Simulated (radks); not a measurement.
Task: These are the eigenvalues of the occupied orbitals of an atom or ion with whole-number occupations (hartree). Method: scalar-relativistic Kohn-Sham, BLYP, spin-polarised, spherical densities, finite nucleus; Fermi nuclear charge, rms radius of each element as measured or else 0.836 A^(1/3) + 0.57 fm; computed with a radial shooting solver on a logarithmic mesh with Libxc functionals.

1s up: -1379.020
1s down: -1379.019
2s up: -226.1172
2s down: -226.0045
2p up: -203.7966
2p down: -203.7097
3s up: -54.56410
3s down: -54.44499
3p up: -47.41693
3p down: -47.29564
3d up: -37.15926
3d down: -37.01306
4s up: -16.60107
4s down: -16.53402
4p up: -14.21123
4p down: -14.14616
4d up: -10.72045
4d down: -10.65736

Which element is it, and in what charge state? The configuration may be excited. Open shells, if any, are filled with parallel spins first.

Result: Z = 56, barium, charge +12: Ba12+ in [Ar] 3d9 4s2 4p6 4d9. The list shows which subshells hold electrons but not how many an open one holds; the 1s level, -1379 hartree, gives Z - s = 52.5 by -(Z - s)^2/2, which with screening and relativity narrows Z to a few neighbours, and the depths of the outer levels then fix element, charge and occupations together.
